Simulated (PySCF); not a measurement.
SMILES CC(C)(C)CCB (GFN2-xTB optimised geometry):

```
22

B      1.035    -0.086     2.603
C      1.351     0.597     1.217
C      0.728    -0.104     0.000
C     -0.810    -0.104     0.000
C     -1.296    -0.821    -1.266
C     -1.328    -0.847     1.229
C     -1.359     1.325     0.000
H      1.280    -1.222     2.749
H      0.737     0.557     3.537
H      1.095     1.657     1.186
H      2.437     0.548     1.083
H      1.072    -1.141    -0.024
H      1.076     0.381    -0.916
H     -0.898    -1.832    -1.313
H     -0.974    -0.284    -2.156
H     -2.382    -0.880    -1.278
H     -2.407    -0.737     1.326
H     -1.090    -1.907     1.170
H     -0.859    -0.444     2.132
H     -2.437     1.314    -0.146
H     -0.913     1.907    -0.804
H     -1.152     1.820     0.945
```

Calculation: B3LYP/def2-SVP in PySCF.

Q: What are the frontier orbital energies and the dipole moment?

A: HOMO-2 -8.68 eV, HOMO-1 -8.48 eV, HOMO -8.24 eV, LUMO -1.05 eV, LUMO+1 1.35 eV; dipole moment 1.00 D.

Meta-Löwdin charges at B3LYP/def2-SVP: B1 0.01, C2 -0.28, C3 -0.15, C4 0.08, C5 -0.28, C6 -0.26, C7 -0.29, H8 -0.01, H9 -0.01, H10 0.09, H11 0.12, H12 0.08, H13 0.08, H14 0.09, H15 0.09, H16 0.09, H17 0.10, H18 0.10, H19 0.10, H20 0.09, H21 0.09, H22 0.09.
